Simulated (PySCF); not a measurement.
## Telling isomers of C4H4ClF3 apart by NMR

Method: GFN2-xTB structure, PBE0/pcSseg-1 with gauge-including orbitals, in PySCF (no relativistic terms, gas phase, rapidly exchanging positions averaged, single conformer).

Scale: ¹H, ¹³C vs TMS (reference shieldings calculated alike). Splittings of carbon signals by F and P are missing where no couplings were computed. Where no couplings were computed, multiplicities follow the n + 1 count of equivalent neighbours, and m marks all less simple cases (inequivalent or close neighbours, rings, F or P nearby). Shifts are as computed. Against solution values, carbons near 30 ppm lie about +3 ppm off and those near 130 ppm about +5 ppm; carbons on Cl a further +6 ppm. Of 1211 compounds with measured shifts, 218 miss one by over three times the rms of a fit or turn the order of signals round; such compounds aren't used in these exercises. Carbons bonded to Cl come out too deshielded.

(1) Tabulate the signals of `FC(F)(F)C1(Cl)CC1`, `C/C=C(\Cl)C(F)(F)F` and their relative energies.

(2) What is the quickest way to tell FC(F)(F)C1(Cl)CC1 from C/C=C(\Cl)C(F)(F)F?

Answers

(1) 
| SMILES | carbon types | δC | δH | E rel. (kcal/mol) |
| --- | --- | --- | --- | --- |
| FC(F)(F)C1(Cl)CC1 | 2×C 2×CH2 | 134.0, 46.8, 16.3 | 1.41 (m, 2H), 1.16 (m, 2H) | 4.4 |
| C/C=C(\Cl)C(F)(F)F | 2×C 1×CH 1×CH3 | 139.1, 134.8, 129.9, 17.1 | 6.87 (m, 1H), 2.13 (d, 3H) | 0.0 |

Energies are electronic energies at PBE0/pcSseg-1 on these geometries, without zero-point or thermal terms, each for the one conformer computed, which needn't be the lowest.

(2) Count the carbon signals: 3 against 4. The first has a three-membered-ring carbon (C) at 46.8 ppm, the second an alkene CH at 139.1 ppm. Their most deshielded carbons lie at 134.0 and 139.1 ppm. In the proton spectra the most deshielded non-exchanging signals are 1.41 (m, 2H) and 6.87 (m, 1H).
